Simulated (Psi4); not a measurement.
Psi4 input (wB97X-D/6-31G*):

```
memory 1500 MB

molecule {
1 2
C    -1.95105108    0.13248936   -0.04399183
C    -0.50694792    0.29325068    0.31313964
C     0.50694792   -0.29325068   -0.31313964
C     1.95105108   -0.13248936    0.04399183
H    -2.07809854   -0.53645292   -0.89653654
H    -2.40593983    1.09501804   -0.29633442
H    -2.52350439   -0.27380771    0.79522323
H    -0.28987359    0.94664166    1.15587905
H     0.28987359   -0.94664166   -1.15587905
H     2.07809854    0.53645292    0.89653654
H     2.52350439    0.27380771   -0.79522323
H     2.40593983   -1.09501804    0.29633442
symmetry c1
no_reorient
no_com
}

set {
  basis 6-31G*
  reference uks
  scf_type pk
  dft_radial_points 99
  dft_spherical_points 590
  e_convergence 1e-8
  d_convergence 1e-7
  maxiter 150
}

e = energy('wb97x-d')
print_out(f'\nFINAL {e:.10f} DIPOLE {variable("CURRENT DIPOLE")[0]:.6f} {variable("CURRENT DIPOLE")[1]:.6f} {variable("CURRENT DIPOLE")[2]:.6f}\n')
```

Output:

```
   => Loading Basis Set <=

    Name: 6-31G*
    Role: ORBITAL
    Keyword: BASIS
    atoms 1-4  entry C          line   111 file 6-31gs.gbs
    atoms 5-12 entry H          line    44 file 6-31gs.gbs

   => WB97X-D: Empirical Dispersion <=

    Chai and Head-Gordon Dispersion Correction
    Chai, J.-D.; Head-Gordon, M. (2010), J. Chem. Phys., 132: 6615-6620

        s6 =       1.000000

         ---------------------------------------------------------
                                   SCF
               by Justin Turney, Rob Parrish, Andy Simmonett
                          and Daniel G. A. Smith
                              UKS Reference
         ---------------------------------------------------------

  ==> Geometry <==

    Molecular point group: c1
    Full point group: Ci

    Geometry (in Angstrom), charge = 1, multiplicity = 2:

       Center              X                  Y                   Z               Mass
    ------------   -----------------  -----------------  -----------------  -----------------
         C           -1.951051080000     0.132489360000    -0.043991830000    12.000000000000
         C           -0.506947920000     0.293250680000     0.313139640000    12.000000000000
         C            0.506947920000    -0.293250680000    -0.313139640000    12.000000000000
         C            1.951051080000    -0.132489360000     0.043991830000    12.000000000000
         H           -2.078098540000    -0.536452920000    -0.896536540000     1.007825032230
         H           -2.405939830000     1.095018040000    -0.296334420000     1.007825032230
         H           -2.523504390000    -0.273807710000     0.795223230000     1.007825032230
         H           -0.289873590000     0.946641660000     1.155879050000     1.007825032230
         H            0.289873590000    -0.946641660000    -1.155879050000     1.007825032230
         H            2.078098540000     0.536452920000     0.896536540000     1.007825032230
         H            2.523504390000     0.273807710000    -0.795223230000     1.007825032230
         H            2.405939830000    -1.095018040000     0.296334420000     1.007825032230

  Running in c1 symmetry.

  Rotational constants: A =      1.16848  B =      0.12470  C =      0.11755 [cm^-1]
  Rotational constants: A =  35030.04114  B =   3738.45301  C =   3524.14247 [MHz]
  Nuclear repulsion =  116.055983987609352

  Charge       = 1
  Multiplicity = 2
  Electrons    = 31
  Nalpha       = 16
  Nbeta        = 15

  ==> Algorithm <==

  SCF Algorithm Type is PK.
  DIIS enabled.
  MOM disabled.
  Fractional occupation disabled.
  Guess Type is SAD.
  Energy threshold   = 1.00e-08
  Density threshold  = 1.00e-07
  Integral threshold = 1.00e-12

  ==> Primary Basis <==

  Basis Set: 6-31G*
    Blend: 6-31G*
    Number of shells: 40
    Number of basis functions: 76
    Number of Cartesian functions: 76
    Spherical Harmonics?: false
    Max angular momentum: 2

  ==> DFT Potential <==

   => LibXC <=

    Version 7.1.2
    S. Lehtola, C. Steigemann, M. J. T. Oliveira, and M. A. L. Marques,  SoftwareX 7, 1–5 (2018) (10.1016/j.softx.2017.11.002)

   => Composite Functional: WB97X-D <=

    wB97X-D Hyb-GGA Exchange-Correlation Functional

    J.-D. Chai and M. Head-Gordon,  Phys. Chem. Chem. Phys. 10, 6615–6620 (2008) (10.1039/B810189B)

    Deriv               =              1
    GGA                 =           TRUE
    Meta                =          FALSE

    Exchange Hybrid     =           TRUE
    MP2 Hybrid          =          FALSE

   => Exchange-Correlation Functionals <=

    1.0000   wB97X-D range-separated functional

   => Exact (HF) Exchange <=

    0.7780            HF,LR [omega = 0.2000]
    0.2220               HF

   => LibXC Density Thresholds  <==

    XC_HYB_GGA_XC_WB97X_D:  1.00E-14

   => Molecular Quadrature <=

    Radial Scheme          =       TREUTLER
    Pruning Scheme         =           NONE
    Nuclear Scheme         =       TREUTLER

    Blocking Scheme        =         OCTREE
    BS radius alpha        =              1
    Pruning alpha          =              1
    Radial Points          =             99
    Spherical Points       =            590
    Total Points           =         656412
    Total Blocks           =           4646
    Max Points             =            256
    Max Functions          =             75
    Weights Tolerance      =       1.00E-15

  ==> Integral Setup <==

  Using in-core PK algorithm.
   Calculation information:
      Number of atoms:                  12
      Number of AO shells:              40
      Number of primitives:             92
      Number of atomic orbitals:        76
      Number of basis functions:        76

      Integral cutoff                 1.00e-12
      Number of threads:                 1

  Performing in-core PK
  Using 12846603 doubles for integral storage.
  We computed 313756 shell quartets total.
  Whereas there are 336610 unique shell quartets.

  Computing range-separated integrals for PK
  We computed 313756 wK shell quartets total.
  Whereas there are 336610 wK unique shell quartets.

  ==> DiskJK: Disk-Based J/K Matrices <==

    J tasked:                  Yes
    K tasked:                  Yes
    wK tasked:                 Yes
    Omega:               2.000E-01
    Schwarz Cutoff:          1E-12


  Cached 50.0% of DFT collocation blocks in 0.599 [GiB].

  Minimum eigenvalue in the overlap matrix is 3.4953722646E-03.
  Reciprocal condition number of the overlap matrix is 5.0732699705E-04.
    Using symmetric orthogonalization.

  ==> Pre-Iterations <==

  SCF Guess: Superposition of Atomic Densities via on-the-fly atomic UHF (no occupation information).

   -------------------------
    Irrep   Nso     Nmo
   -------------------------
     A         76      76
   -------------------------
    Total      76      76
   -------------------------

  ==> Iterations <==

                        Total Energy        Delta E     RMS |[F,P]|

   @UKS iter SAD:  -156.35770538789396   -1.56358e+02   0.00000e+00
   @UKS iter   1:  -156.75192999608865   -3.94225e-01   5.38370e-03 ADIIS/DIIS
   @UKS iter   2:  -156.80864253997439   -5.67125e-02   3.34120e-03 ADIIS/DIIS
   @UKS iter   3:  -156.84014433503751   -3.15018e-02   3.68689e-04 ADIIS/DIIS
   @UKS iter   4:  -156.84082975899216   -6.85424e-04   1.55977e-04 ADIIS/DIIS
   @UKS iter   5:  -156.84099912919754   -1.69370e-04   6.75648e-05 DIIS
   @UKS iter   6:  -156.84105007465155   -5.09455e-05   1.84755e-05 DIIS
   @UKS iter   7:  -156.84105714530938   -7.07066e-06   4.08502e-06 DIIS
   @UKS iter   8:  -156.84105739186609   -2.46557e-07   7.97099e-07 DIIS
   @UKS iter   9:  -156.84105739866413   -6.79805e-09   2.15841e-07 DIIS
   @UKS iter  10:  -156.84105739909563   -4.31498e-10   5.65269e-08 DIIS
  Energy and wave function converged.

  ==> Post-Iterations <==

   Electrons on quadrature grid:
      Nalpha   =   16.0000007656 ; deviation = 7.656e-07
      Nbeta    =   15.0000007034 ; deviation = 7.034e-07
      Ntotal   =   31.0000014690 ; deviation = 1.469e-06

   @Spin Contamination Metric:   2.107264022E-03
   @S^2 Expected:                7.500000000E-01
   @S^2 Observed:                7.521072640E-01
   @S   Expected:                5.000000000E-01
   @S   Observed:                5.000000000E-01

    Orbital Energies [Eh]
    ---------------------

    Alpha Occupied:

       1A    -10.596405     2A    -10.595439     3A    -10.505706
       4A    -10.505706     5A     -1.183555     6A     -1.060595
       7A     -0.981390     8A     -0.894959     9A     -0.777185
      10A     -0.774071    11A     -0.742788    12A     -0.706479
      13A     -0.677208    14A     -0.673571    15A     -0.662248
      16A     -0.603640

    Alpha Virtual:

      17A     -0.177228    18A     -0.006071    19A      0.008446
      20A      0.022723    21A      0.060723    22A      0.063238
      23A      0.063455    24A      0.078732    25A      0.080071
      26A      0.095804    27A      0.176824    28A      0.286044
      29A      0.347198    30A      0.367816    31A      0.374663
      32A      0.438377    33A      0.441994    34A      0.482128
      35A      0.501382    36A      0.566431    37A      0.592927
      38A      0.603296    39A      0.620232    40A      0.636719
      41A      0.745016    42A      0.747106    43A      0.760271
      44A      0.789966    45A      0.813476    46A      0.823873
      47A      0.856525    48A      0.864115    49A      0.996053
      50A      1.078055    51A      1.141127    52A      1.173836
      53A      1.277029    54A      1.280556    55A      1.460976
      56A      1.606260    57A      1.647230    58A      1.717225
      59A      1.746028    60A      1.771708    61A      1.877617
      62A      1.933274    63A      2.072839    64A      2.134946
      65A      2.140672    66A      2.146084    67A      2.220123
      68A      2.267267    69A      2.273517    70A      2.487034
      71A      2.653270    72A      2.768490    73A      3.940684
      74A      4.045374    75A      4.182628    76A      4.282473

    Beta Occupied:

       1A    -10.591557     2A    -10.590700     3A    -10.505609
       4A    -10.505607     5A     -1.155672     6A     -1.054152
       7A     -0.969312     8A     -0.884480     9A     -0.771024
      10A     -0.765184    11A     -0.711125    12A     -0.689861
      13A     -0.671468    14A     -0.671424    15A     -0.659581

    Beta Virtual:

      16A     -0.345293    17A     -0.116626    18A     -0.002859
      19A      0.012254    20A      0.023655    21A      0.066461
      22A      0.067328    23A      0.067744    24A      0.079648
      25A      0.084055    26A      0.104404    27A      0.181229
      28A      0.291717    29A      0.351094    30A      0.378069
      31A      0.390962    32A      0.442731    33A      0.447838
      34A      0.490370    35A      0.530056    36A      0.574032
      37A      0.594865    38A      0.605469    39A      0.627937
      40A      0.643190    41A      0.749223    42A      0.753201
      43A      0.766530    44A      0.795576    45A      0.815693
      46A      0.826802    47A      0.860635    48A      0.868533
      49A      1.001731    50A      1.082507    51A      1.144909
      52A      1.202219    53A      1.283349    54A      1.301387
      55A      1.486196    56A      1.613239    57A      1.655093
      58A      1.718916    59A      1.764124    60A      1.799343
      61A      1.893093    62A      1.948453    63A      2.084521
      64A      2.145354    65A      2.152492    66A      2.154234
      67A      2.231569    68A      2.277603    69A      2.300601
      70A      2.506876    71A      2.664429    72A      2.775493
      73A      3.959901    74A      4.055658    75A      4.188148
      76A      4.296100

    Final Occupation by Irrep:
              A
    DOCC [    15 ]
    SOCC [     1 ]
    NA   [    16 ]
    NB   [    15 ]

  @UKS Final Energy:  -156.84105739909563

   => Energetics <=

    Nuclear Repulsion Energy =            116.0559839876093520
    One-Electron Energy =                -431.4814243098023780
    Two-Electron Energy =                 175.1173946540741042
    DFT Exchange-Correlation Energy =     -16.5290769540287670
    Empirical Dispersion Energy =          -0.0039347769479315
    VV10 Nonlocal Energy =                  0.0000000000000000
    Total Energy =                       -156.8410573990956323

  UHF NO Occupations:
  HONO-2 :   14  A 1.9997426
  HONO-1 :   15  A 1.9997357
  HONO-0 :   16  A 1.0000000
  LUNO+0 :   17  A 0.0002643
  LUNO+1 :   18  A 0.0002574
  LUNO+2 :   19  A 0.0002407
  LUNO+3 :   20  A 0.0000883

Computation Completed

Properties will be evaluated at   0.000000,   0.000000,   0.000000 [a0]

Properties computed using the SCF density matrix

 Multipole Moments:

 ------------------------------------------------------------------------------------
     Multipole            Electronic (a.u.)      Nuclear  (a.u.)        Total (a.u.)
 ------------------------------------------------------------------------------------

 L = 1.  Multiply by 2.5417464519 to convert [e a0] to [Debye]
 Dipole X            :          0.0000000           -0.0000000            0.0000000
 Dipole Y            :          0.0000000            0.0000000            0.0000000
 Dipole Z            :          0.0000000            0.0000000            0.0000000
 Magnitude           :                                                    0.0000000

 ------------------------------------------------------------------------------------

FINAL -156.8410573991 DIPOLE 0.000000 0.000000 0.000000

*** Psi4 exiting successfully. Buy a developer a beer!
```

The dipole moment of an ion depends on the origin.

The geometry given is a B3LYP-D3(BJ)/def2-TZVP minimum of the species of charge 0 and multiplicity 1, not of this state.
